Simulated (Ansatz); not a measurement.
Start from `Cl[SiH2][SeH]` and change one atom or group to get `[SiH3][SiH2][SeH]`.

Ansatz, PBE0-D4/def2-TZVP geometries, multiplicity 1. Each molecule was computed in one conformer, which needn't be the lowest.

Scalar relativity is left out up to krypton.

```json
{"property": "HOMO–LUMO gap (B3LYP/def2-TZVPP) / eV", "`Cl[SiH2][SeH]`": "6.51"}
{"property": "zero-point energy (PBE0-D4/def2-TZVP) / kJ/mol", "`Cl[SiH2][SeH]`": "70.4"}
{"property": "LUMO energy (PBE/def2-TZVPP) / eV", "`Cl[SiH2][SeH]`": "-1.24"}
{"property": "HOMO energy (ωB97M-V/def2-TZVPP) / eV", "`Cl[SiH2][SeH]`": "-9.50"}
{"property": "size of the dipole moment (ωB97M-V/def2-TZVPP) / D", "`Cl[SiH2][SeH]`": "1.58"}
{"property": "HOMO–LUMO gap (PBE/def2-TZVPP) / eV", "`Cl[SiH2][SeH]`": "4.93"}
```

Question: Give the same properties after the change, and the shifts. (Best estimate.)

Answer: Computed: 
| property | `[SiH3][SiH2][SeH]` | shift |
| --- | --- | --- |
| HOMO–LUMO gap (B3LYP/def2-TZVPP) / eV | 6.05 | -0.46 |
| zero-point energy (PBE0-D4/def2-TZVP) / kJ/mol | 131.0 | 60.6 |
| LUMO energy (PBE/def2-TZVPP) / eV | -1.37 | -0.13 |
| HOMO energy (ωB97M-V/def2-TZVPP) / eV | -9.10 | 0.40 |
| size of the dipole moment (ωB97M-V/def2-TZVPP) / D | 0.94 | -0.64 |
| HOMO–LUMO gap (PBE/def2-TZVPP) / eV | 4.51 | -0.42 |

With PBE0 the HOMO rises by 0.35 eV and the LUMO falls by 0.18 eV, so the gap narrows by about 0.53 eV. PBE moves the HOMO by 0.29 eV and ωB97M-V by 0.40 eV. The zero-point energy changes by 60.6 kJ/mol with +9 modes. Dipoles are sizes alone; their direction can turn.

B3LYP here is the variant with VWN-RPA as its local correlation; programs differ in this.

Spin–orbit coupling is left out; it splits and shifts lone-pair levels of the heavy atoms by tenths of an eV.
